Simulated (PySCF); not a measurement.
## Br²⁷⁺: ionisation energy

Br²⁷⁺ [He] 2s2 2p4 (3P) → Br²⁸⁺ [He] 2s2 2p3 (4S), as a difference of total energies. Computed with PySCF 2.14 in an uncontracted even-tempered set (20 s from 7 bohr⁻², ratio 2.2; 12 p from 9.1 bohr⁻², ratio 2.2; 6 d from 43 bohr⁻², ratio 2.4; 5 f from 64 bohr⁻², ratio 2.4; 4 g from 96 bohr⁻², ratio 2.4), with scalar relativity by spin-free X2C-1e. Correlated levels: nothing frozen; virtual orbitals above 40 to 60 times the deepest correlated orbital energy dropped. The calculations carry no spin-orbit coupling.

| method | ionisation energy (eV) |
| --- | --- |
| UHF | 3016.7 |
| LDA | 3015.2 |
| PBE | 3019.2 |
| PBE0 | 3019.0 |
| r2SCAN | 3019.9 |
| TPSS | 3020.5 |
| PBEsol | 3016.6 |
| MP2 (all electrons) | 3018.3 |
| SCS-MP2 (all electrons) | 3018.4 |

Spin-orbit coupling is strong in these open shells (close to jj coupling). The scalar numbers leave it out and a first-order estimate fails, so it can dominate the gap to the real levels.

For this ion Breit and QED terms and the two-electron picture change, all absent here, outweigh the differences among the correlated methods.

For comparison: 3021 ± 7 eV (semi-empirical (NIST evaluation); NIST Atomic Spectra Database, ionization energies).
